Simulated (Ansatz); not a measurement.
`CO[C](=N)[GeH3]` + H–F → `[F][GeH3]` + `COC=N` at 400 K and 1 bar (ligand exchange at a Ge–C bond).

Isolated molecules relaxed with PBE0-D4/def2-TZVP in Ansatz; ΔE leaves out vibrations. CBS: MP2 limit from def2 TZ/QZ plus the TZ coupled-cluster correction, frozen cores. This one scheme is used for every species. For Ge outer-core shells are correlated without core-valence functions, which leaves a few kJ/mol of doubt a bond. Scalar relativity is left out up to krypton. Each species was taken in one conformer, which may not be the lowest.

| species | CCSD(T)/CBS energy (Eh) | H − E (kJ/mol) | S (J/(mol·K)) |
| --- | --- | --- | --- |
| `CO[C](=N)[GeH3]` | -2286.26718 | 264.3 | 390.1 |
| H–F | -100.39570 | 36.5 | 182.2 |
| `[F][GeH3]` | -2177.72589 | 83.9 | 268.6 |
| `COC=N` | -208.96207 | 218.6 | 305.8 |

H − E and S are ideal-gas, rigid-rotor, harmonic terms from PBE0-D4/def2-TZVP, for one conformer and one mirror image of each species. 1 Eh = 2625.50 kJ/mol, R = 8.31446 J/(mol·K).

Task: By hand: ΔE, ΔH, ΔS and ΔG.

Result: ΔE = (-2177.72589) + (-208.96207) − (-2286.26718) − (-100.39570) = -0.02508 Eh = -65.8 kJ/mol. Δ(H − E) = 83.9 + 218.6 − 264.3 − 36.5 = 1.7, so ΔH = -64.1 kJ/mol. ΔS = 268.6 + 305.8 − 390.1 − 182.2 = 2.1 J/(mol·K). ΔG = -64.1 − 400 × (2.1)/1000 = -64.9 kJ/mol.

Task: By hand: the equilibrium constant, and the temperature at which ΔG would vanish if ΔH and ΔS stayed fixed.

Result: log₁₀ K = −ΔG/(RT ln 10) = 8.5. ΔH and −TΔS have one sign here, so there is no such temperature. One of them is within its doubt of zero, so this could turn.

The number of gas molecules stays the same, so ΔS is small and ΔH decides. A doubt of 5 kJ/mol in ΔE shifts log₁₀ K by 0.7 here. Other conformers and mirror images would add mixing entropy, several J/(mol·K) or more a flexible species. These are equilibria of isolated gas molecules and say nothing of rates. Largest T1 diagnostic: 0.014 (customary marks: 0.02 for closed shells, 0.045 for open ones).
